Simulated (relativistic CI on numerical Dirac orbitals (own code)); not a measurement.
Computed by Dirac-Coulomb-Breit CI, orbitals from a KLI potential per configuration, model QED (radiative potential, 1s self-energy scaled to tabulated hydrogen-like ionisation energies), unscaled Slater integrals (own radial code, finite nucleus).

The strongest absorption lines from the ground level of an ion, among the configurations computed and to levels below about 517 eV (vacuum wavelength in Å, gf): 24.105 (0.27), 29.970 (0.53), 30.401 (0.12), 30.420 (0.17), 31.494 (1.3), 194.78 (0.11), 206.82 (0.14), 261.51 (0.13).

(1) Which ion is it?
A. Cl XI
B. Cl XIII
C. Al IX
D. P XI

Results:

(1) B. Cl XIII has 5 electrons and the ground level 2s2 2p 2P°_1/2; the strongest line goes to 2s2 3d 2D_3/2. The pattern of lines fixes the number of electrons, and along that sequence the line energies rise steadily with the charge (about as its square where n changes within one kind of shell, about linearly where n is kept but much faster in heavy ions where fine structure, which grows about as Z⁴, sets the gap, and irregularly where shells cross), which fixes Z. Configurations outside the model, such as inner-shell arrays, can give stronger lines. At this charge energies of transitions that change n are usually good to better than 1 %, and those within a shell (Δn = 0) to a few per cent.
